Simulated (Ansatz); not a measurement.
Isolated molecules relaxed with PBE0-D4/def2-TZVP in Ansatz; ΔE leaves out vibrations. CCSD(T)/CBS adds triple-zeta CCSD(T) − MP2 to the extrapolated MP2 energy (def2 sets, frozen cores). Each species was taken in one conformer, which may not be the lowest.

`B[Si](O)(F)[SiH3]` → `OB[SiH2][SiH2]F`  (isomerisation)

```json
{"species": "`B[Si](O)(F)[SiH3]`", "CCSD(T)/def2-TZVPP energy (Eh)": "-781.44517"}
{"species": "`OB[SiH2][SiH2]F`", "CCSD(T)/def2-TZVPP energy (Eh)": "-781.46541"}
```

**Question.** Work out ΔE.

**Answer.** ΔE = (-781.46541) − (-781.44517) = -0.02024 Eh = -53.1 kJ/mol. CCSD(T)/CBS gives -50.6 kJ/mol.

Largest T1 diagnostic among the species: 0.014.

In def2-TZVPP, CCSD(T) changes the Hartree–Fock value by −20.0 kJ/mol (the triples alone add −4.2 kJ/mol) and MP2 by −18.8 kJ/mol. From PBE to PBE0 (25 % exact exchange), in def2-TZVPP and without D4, ΔE moves by +6.3 kJ/mol.
